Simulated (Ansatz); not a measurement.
H2O, charge +1, doublet, geometry from GFN2-xTB (a state made from the parent by changing its charge; the spin is typed, not shown lowest). Base run: PBE/3-21G (Ansatz, a program for electronic structure).

The Ansatz input:
Ansatz 0.2 input:
```yaml
crystal:
  periodic: [false, false, false]
  atoms:
    - {symbol: O, position_ang: [0.00838048, 0.00164066, 0.09925610]}
    - {symbol: H, position_ang: [-0.05320696, 0.86638286, -0.40979171]}
    - {symbol: H, position_ang: [-0.01383690, -0.87950812, -0.38425707]}
basis:
  gaussian:
    orbitals: 3-21G.json
hamiltonian:
  xc: pbe
total_charge: 1
magnetization: {spin_polarized: true, initial_magnetization: 1}
```
The basis file holds 3-21G in the JSON format of the Basis Set Exchange.

The base run was repeated with changes; each row names its change, and settings that it needs were set with it.

```tsv
change	ΔE vs base (mEh)
base	0.000
lower_state_search = light	0.000
final_grid = 4, 8, 17	0.036
fitting.mean_field = def2-universal-JKFIT	-0.067
point_charge = charge:-1.0 position_ang:1.6051, 1.8678, -3.2285	-141.4
nuclear_model = gaussian	0.010
forces = on	0.000
accuracy = high	0.000
final_grid = 6, 12, 29	-0.001
point_charge = charge:0.5 position_ang:-1.5119, -2.7039, -2.5993	71.397
final_grid = 10, 20, 41	0.000
```
